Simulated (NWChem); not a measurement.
System: CHO2, doublet; SMILES [O]C=O

Here is an NWChem input.

```
start job
memory heap 200 mb stack 900 mb global 1100 mb
geometry units angstroms
  O     -1.143122    -0.000000    -0.125298
  C      0.005674     0.000000     0.214791
  O      1.173921    -0.000000    -0.204183
  H      0.207611    -0.000000     1.371642
end
basis spherical
  * library 3-21g
end
dft
  odft
  mult 2
  xc hfexch
  iterations 150
end
driver
  maxiter 120
end
task dft optimize
task dft freq
```

Excerpt of the output:

```
             Northwest Computational Chemistry Package (NWChem) 7.3.0
             --------------------------------------------------------

 CS  symmetry detected

                             Geometry "geometry" -> ""
                             -------------------------

 Output coordinates in angstroms (scale by  1.889725989 to convert to a.u.)

  No.       Tag          Charge          X              Y              Z
 ---- ---------------- ---------- -------------- -------------- --------------
    1 O                    8.0000    -0.16205302    -1.15991288     0.00000000
    2 C                    6.0000     0.21314601    -0.02209987     0.00000000
    3 O                    8.0000    -0.16976293     1.15845975     0.00000000
    4 H                    1.0000     1.37565153     0.14422428     0.00000000

 Effective nuclear repulsion energy (a.u.)      63.3687558248

      Symmetry information
      --------------------

 Group name             Cs
 Group number              2
 Group order               2
 No. of unique centers     4

                                Z-matrix (autoz)
                                --------

 Units are Angstrom for bonds and degrees for angles

      Type          Name      I     J     K     L     M      Value
      ----------- --------  ----- ----- ----- ----- ----- ----------
    1 Stretch                  1     2                       1.19808
    2 Stretch                  2     3                       1.24110
    3 Stretch                  2     4                       1.17434
    4 Bend                     1     2     3               143.77957
    5 Bend                     1     2     4               116.39248
    6 Bend                     3     2     4                99.82796
    7 Torsion                  1     2     3     4         180.00000
    8 Torsion                  1     2     4     3         180.00000
    9 Torsion                  3     2     1     4         180.00000
   10 Torsion                  1     4     2     3         180.00000
   11 Torsion                  3     1     2     4         180.00000
   12 Torsion                  1     3     2     4         180.00000

  xc_inp: hfexch multiplicative factor not found.

                           NWChem Geometry Optimization
                           ----------------------------

 maximum gradient threshold         (gmax) =   0.000450
 rms gradient threshold             (grms) =   0.000300
 maximum cartesian step threshold   (xmax) =   0.001800
 rms cartesian step threshold       (xrms) =   0.001200
 fixed trust radius                (trust) =   0.300000
 source of zmatrix                         =   autoz

          -------------------
          Energy Minimization
          -------------------

 Using diagonal initial Hessian
 Scaling for Hessian diagonals: bonds = 1.00  angles = 0.25  torsions = 0.10

          --------
          Step   0

                                 NWChem DFT Module
                                 -----------------

 Summary of "ao basis" -> "ao basis" (spherical)
 ------------------------------------------------------------------------------
       Tag                 Description            Shells   Functions and Types
 ---------------- ------------------------------  ------  ---------------------
 O                           3-21g                   5        9   3s2p
 C                           3-21g                   5        9   3s2p
 H                           3-21g                   2        2   2s

      Symmetry analysis of basis
      --------------------------

        a'         23
        a"          6

            General Information
            -------------------
          SCF calculation type: DFT
          Wavefunction type:  spin polarized.
          No. of atoms     :     4
          No. of electrons :    23
           Alpha electrons :    12
            Beta electrons :    11
          Charge           :     0
          Spin multiplicity:     2
          Use of symmetry is: on ; symmetry adaption is: on
          Maximum number of iterations: 150
          AO basis - number of functions:    29
                     number of shells:    17
          Convergence on energy requested:  1.00D-06
          Convergence on density requested:  1.00D-05
          Convergence on gradient requested:  5.00D-04

              XC Information
              --------------
                     Hartree-Fock (Exact) Exchange  1.000

      Superposition of Atomic Density Guess
      -------------------------------------

 Sum of atomic energies:        -186.69734305

      Non-variational initial energy
      ------------------------------

 Total energy =    -187.674231
 1-e energy   =    -381.828455
 2-e energy   =     130.785469
 HOMO         =      -0.277076
 LUMO         =       0.104604

[...]

      ----------------------
      Optimization converged
      ----------------------

  Step       Energy      Delta E   Gmax     Grms     Xrms     Xmax
  ---- ---------------- -------- -------- -------- -------- --------
@    6    -187.07289780 -1.7D-07  0.00001  0.00001  0.00023  0.00065
                                     ok       ok       ok       ok

                                Z-matrix (autoz)
                                --------

 Units are Angstrom for bonds and degrees for angles

      Type          Name      I     J     K     L     M      Value     Gradient
      ----------- --------  ----- ----- ----- ----- ----- ---------- ----------
    1 Stretch                  1     2                       1.19301   -0.00001
    2 Stretch                  2     3                       1.36594   -0.00001
    3 Stretch                  2     4                       1.08024    0.00000
    4 Bend                     1     2     3               124.71881   -0.00001
    5 Bend                     1     2     4               126.58422    0.00001
    6 Bend                     3     2     4               108.69697    0.00001
    7 Torsion                  1     2     3     4         180.00000    0.00000
    8 Torsion                  1     2     4     3         180.00000    0.00000
    9 Torsion                  3     2     1     4         180.00000    0.00000
   10 Torsion                  1     4     2     3         180.00000    0.00000
   11 Torsion                  3     1     2     4         180.00000    0.00000
   12 Torsion                  1     3     2     4         180.00000    0.00000

                         Geometry "geometry" -> "geometry"
                         ---------------------------------

 Output coordinates in angstroms (scale by  1.889725989 to convert to a.u.)

  No.       Tag          Charge          X              Y              Z
 ---- ---------------- ---------- -------------- -------------- --------------
    1 O                    8.0000    -0.21949912    -1.10218270     0.00000000
    2 C                    6.0000     0.34352962    -0.05038424     0.00000000
    3 O                    8.0000    -0.27916528     1.16536921     0.00000000
    4 H                    1.0000     1.41211637     0.10786900     0.00000000

 Effective nuclear repulsion energy (a.u.)      61.9626918215

      Symmetry information
      --------------------

 Group name             Cs
 Group number              2
 Group order               2
 No. of unique centers     4

                Final and change from initial internal coordinates
                --------------------------------------------------

                                Z-matrix (autoz)
                                --------

 Units are Angstrom for bonds and degrees for angles

[...]

 Rotational Constants
 --------------------
 A=   3.204778 cm-1  (  4.610858 K)
 B=   0.408762 cm-1  (  0.588105 K)
 C=   0.362523 cm-1  (  0.521579 K)

 Temperature                      =   298.15K
 frequency scaling parameter      =   1.0000

 Zero-Point correction to Energy  =   13.576 kcal/mol  (  0.021636 au)
 Thermal correction to Energy     =   15.476 kcal/mol  (  0.024663 au)
 Thermal correction to Enthalpy   =   16.068 kcal/mol  (  0.025607 au)

 Total Entropy                    =   58.597 cal/mol-K
   - Translational                =   37.321 cal/mol-K (mol. weight =  44.9976)
   - Rotational                   =   20.748 cal/mol-K (symmetry #  =        1)
   - Vibrational                  =    0.528 cal/mol-K

 Cv (constant volume heat capacity) =    7.559 cal/mol-K
   - Translational                  =    2.979 cal/mol-K
   - Rotational                     =    2.979 cal/mol-K
   - Vibrational                    =    1.600 cal/mol-K

[normal modes left out]

 ----------------------------------------------------------------------------
 Normal Eigenvalue ||           Projected Infra Red Intensities
  Mode   [cm**-1]  || [atomic units] [(debye/angs)**2] [(KM/mol)] [arbitrary]
 ------ ---------- || -------------- ----------------- ---------- -----------
    1       -0.000 ||    0.002429           0.056         2.368       0.575
    2       -0.000 ||    0.024770           0.571        24.147       5.864
    3       -0.000 ||    0.003088           0.071         3.011       0.731
    4       -0.000 ||    0.000111           0.003         0.108       0.026
    5        0.000 ||    0.015920           0.367        15.519       3.769
    6        0.000 ||    0.001674           0.039         1.632       0.396
    7      635.887 ||    0.048925           1.129        47.695      11.584
    8     1074.975 ||    0.124320           2.868       121.193      29.434
    9     1136.128 ||    0.001858           0.043         1.811       0.440
   10     1500.241 ||    0.006497           0.150         6.334       1.538
   11     1908.248 ||    0.250847           5.787       244.538      59.391
   12     3245.951 ||    0.026400           0.609        25.736       6.250
 ----------------------------------------------------------------------------
```

Level: UHF/3-21G. No stability test was run on the SCF state.
